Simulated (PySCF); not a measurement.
```xyz
3
charge 0 multiplicity 3, angstrom
Os    0.0000    0.0000   -0.2364
N     0.5935    0.0000    1.6202
N    -0.5935    0.0000    1.6202
```

These are results of UPBE0 in PySCF with Os def2-TZVP with ECP60, N def2-TZVP; scalar-relativistic core potentials, no spin–orbit coupling; density-fitted integrals, not measurements.

This geometry of OsN₂ is a stationary point at this level.

What is the point group?

C2v.

Is it a minimum?

Yes: all harmonic wavenumbers are real.

Which band is strongest in the infrared?

1761 cm⁻¹ (a1), 127 km/mol.

What are the dipole moment and the gap between the highest occupied and lowest empty levels of either spin?

3.00 D and 2.68 eV.

Give the ideal-gas entropy at 298.15 K and 1 bar by parts.

translation 176.1, rotation 89.6, vibration 4.7, spin 9.1; total 279.6 J/(mol K).

Other isomers or separated fragments may lie lower. Open d and f shells are described by one determinant, and the ground state may have another occupation or spin. At this level a triplet minimum of C∞v symmetry lies 84 kJ/mol below this structure. With an element this heavy the missing spin–orbit coupling can shift these numbers.
